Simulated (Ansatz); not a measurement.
`FC[CH](F)[SnH3]` + `N[SiH](O)Cl` → `N[SiH](O)[SnH3]` + `FCC(F)Cl`  (formal exchange of groups at the Sn–C bond)

Gas-phase electronic energies from Ansatz, PBE0-D4/def2-TZVP geometries. CCSD(T)/CBS adds triple-zeta CCSD(T) − MP2 to the extrapolated MP2 energy (def2 sets, frozen cores). Elements past krypton have def2 core potentials. For Sn outer-core shells are correlated without core-valence functions, which leaves a few kJ/mol of doubt a bond. One conformer a species, not always the lowest.

`FC[CH](F)[SnH3]`:

Z-matrix (Å, degrees):
```
C
C 1 1.494
F 1 1.384 2 111.3
H 1 1.096 2 109.8 3 -119.3
H 1 1.094 2 110.8 3 119.8
Sn 2 2.185 1 112.2 3 170.9
F 2 1.389 1 110.1 3 -68.5
H 2 1.095 1 109.8 3 49.5
H 6 1.701 2 107.7 1 171.0
H 6 1.705 2 108.8 1 50.8
H 6 1.708 2 109.0 1 -69.0
```

`N[SiH](O)Cl`:

Cartesian coordinates in Å:
```
N -0.362 -0.923 -0.688
Si 0.285 0.491 -0.002
O -0.614 0.998 1.262
Cl 2.198 -0.032 0.547
H 0.240 -1.616 -1.099
H -1.290 -0.940 -1.079
H 0.381 1.683 -0.864
H -0.838 0.339 1.923
```

`N[SiH](O)[SnH3]`:

Cartesian coordinates in Å:
```
N -0.753 -1.764 -0.008
Si -0.668 -0.139 0.497
O -1.915 0.754 -0.124
Sn 1.578 0.827 -0.300
H -1.392 -2.405 0.434
H -0.575 -2.023 -0.965
H -0.759 -0.159 1.983
H -1.893 1.704 0.004
H 2.870 0.416 0.740
H 1.532 2.537 -0.399
H 1.974 0.250 -1.862
```

`FCC(F)Cl`:

```xyz
8

F    -0.689   -0.001    1.682
C     0.279    0.154    0.720
C    -0.327   -0.116   -0.633
F    -0.701   -1.414   -0.731
Cl    0.887    0.247   -1.875
H     0.659    1.177    0.758
H     1.089   -0.556    0.908
H    -1.198    0.511   -0.830
```

```
          species  CCSD/CBS(def2) energy (Eh)
`FC[CH](F)[SnH3]`                  -493.23743
    `N[SiH](O)Cl`                  -881.25477
`N[SiH](O)[SnH3]`                  -637.22644
       `FCC(F)Cl`                  -737.21882
```

(1) Work out ΔE.

Largest T1 diagnostic among the species: 0.013.

## Answers

(1) ΔE = (-637.22644) + (-737.21882) − (-493.23743) − (-881.25477) = 0.04694 Eh = +29.5 kcal/mol. CCSD(T)/CBS gives +29.1 kcal/mol.

From PBE to PBE0 (25 % exact exchange), in def2-TZVPP and without D4, ΔE moves by +1.3 kcal/mol.
